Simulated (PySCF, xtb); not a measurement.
HfF2I2, SMILES [F][Hf]([F])([I])[I], multiplicity 1.

GFN2-xTB (xtb 6.7.1) at its own geometry gives an orbital gap of 4.28 eV and a dipole moment of 1.38 D.

The structure is a stationary point at B3LYP-D3(BJ)/def2-SVP. The multiplicity is an assumed one; no other spin state was optimised. The structure was generated by enumeration; whether it is a known compound was not checked. The def2 effective core potentials stand for the cores of Hf, I; spin–orbit coupling is left out.

### Question
What does B3LYP/def2-TZVP in PySCF give? (Estimate from the structure and the level; the computed values follow.)

### Answer
gap 5.38 eV (levels -7.88 and -2.50 eV), dipole 0.53 D.
